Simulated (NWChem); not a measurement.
System: TiH₄S₃; SMILES [SH][TiH]([SH])[SH]

NWChem input:

```
start job
memory heap 200 mb stack 900 mb global 1100 mb
geometry units angstroms noautoz
  Ti     0.024243     0.037499     0.358346
  H      0.157840    -0.282838     2.000363
  S     -0.858369     2.111105     0.184057
  H      0.217770     2.452786    -0.569484
  S     -1.313847    -1.572076    -0.453803
  H     -0.393067    -2.414884     0.090295
  S      2.141885    -0.154348    -0.405197
  H      2.447198     0.641825     0.656704
end
basis spherical
  * library def2-svpd
end
dft
  xc xcamb88 1.00 lyp 0.81 vwn_5 0.19 hfexch 1.00
  cam 0.33 cam_alpha 0.19 cam_beta 0.46
  iterations 150
end
tddft
  cis
  nroots 6
  notriplet
end
task tddft energy
```

All runs use the structure optimised with PBE0/def2-SVP.

Vertical excitations in the gas phase.

### Question
Give the results of this calculation. (CAM-B3LYP/def2-SVPD, TDA.) Quantities: lowest excitation, singlet (eV); orbital gap (eV).

### Answer
```json
{
 "lowest excitation, singlet (eV)": "3.61",
 "orbital gap (eV)": "7.53"
}
```
